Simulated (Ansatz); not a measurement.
Total energies of H4Au3 (the lowest doublet isomer of a short search) from Ansatz at PBE-D4/def2-TZVPD, gas phase (1 Eh = 27.2114 eV = 2625.5 kJ/mol). The reference geometry is relaxed at PBE-D4/def2-TZVP.

```xyz
7

Au    0.001   -0.005   -0.002
Au    2.253   -0.764    1.195
Au   -2.251    0.770   -1.191
H    -3.739    1.237   -0.883
H     3.740   -1.230    0.882
H     0.537   -0.237    1.607
H    -0.540    0.229   -1.609
```

| state | geometry | energy (Eh) |
| --- | --- | --- |
| charge 0 doublet | reference | -409.74518 |
| charge -1 singlet | reference | -409.89076 |
| free Au atom (doublet) | – | -135.74601 |
| free H atom (doublet) | – | -0.49962 |

In the def2 sets Au takes a core potential; there is no spin–orbit coupling.

Question: Work out the vertical electron affinity, to the singlet.

Answer: E(charge 0 doublet) − E(charge -1 singlet) = -409.74518 − (-409.89076) = 0.14558 Eh = 3.96 eV.

Question: What is the binding energy per atom against free atoms?

Answer: Atoms: 3 × (-135.74601) + 4 × (-0.49962) = -409.23651 Eh. Binding: -409.23651 − (-409.74518) = 0.50867 Eh = 13.84 eV, or 1.98 eV for each of 7 atoms (no zero-point energy, no counterpoise term).

The structure comes from a short search, and lower isomers may exist.
